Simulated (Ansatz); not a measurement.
A run for Ansatz (a quantum-chemistry and plane-wave program): R-CCSD(T)/cc-pV(T+d)Z on BClH4Si (SMILES [SiH3]BCl), a point of a torsion scan. Files ending in .json are basis or fitting sets from the Basis Set Exchange.

Ansatz 0.2 input:
```yaml
crystal:
  periodic: [false, false, false]
  atoms:
    - {symbol: Si, position_ang: [-0.81684282, -0.06472950, 0.09103912]}
    - {symbol: B, position_ang: [1.10341508, 0.38761607, -0.03077896]}
    - {symbol: Cl, position_ang: [2.30147598, -0.70259923, 0.47029956]}
    - {symbol: H, position_ang: [-1.55102633, 0.87466617, 0.95066869]}
    - {symbol: H, position_ang: [-1.48391732, -0.00217146, -1.21704839]}
    - {symbol: H, position_ang: [-1.09492298, -1.40309198, 0.62403902]}
    - {symbol: H, position_ang: [1.49638298, 1.41698471, -0.44768672]}
basis:
  gaussian:
    orbitals: cc-pV_T+d_Z.json
magnetization: {spin_polarized: false}
correlation: {method: ccsd_t, electrons: outside_noble_gas}
scf: {lower_state_search: off}
```

Task: Predict the final total energy.

Result: -775.9848 hartree (reference determinant -775.4992, T1 diagnostic 0.013).

Task: How many basis functions does it have, and what does it roughly cost on one machine?

Result: 164 functions; very roughly 18 core-seconds.
